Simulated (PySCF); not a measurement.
## K: electron affinity

K⁻ [Ar] 4s2 → K [Ar] 4s1 [4s1/2^1, M_J = 1/2], as a difference of total energies. Computed with PySCF 2.14 in x2c-TZVPall-2c with one added diffuse shell each of s, p, d type (7s7p4d, 48 functions), with the two-component X2C-1e Hamiltonian. Correlated levels: [Ne] frozen. "Screened" scales the spin-orbit matrix elements by Boettger's factors to mimic the two-electron term; Breit and QED terms are absent.

```csv
method,electron affinity (eV)
GHF (screened spin-orbit),-0.086
GMP2 (screened spin-orbit),0.303
```

Errors of the correlated levels include the incompleteness of this basis and the frozen core.

A negative affinity means that the anion lies above the atom at that level of theory.

For comparison: 0.501 eV (measured; photodetachment measurements, as compiled on the Wikipedia data page of electron affinities).
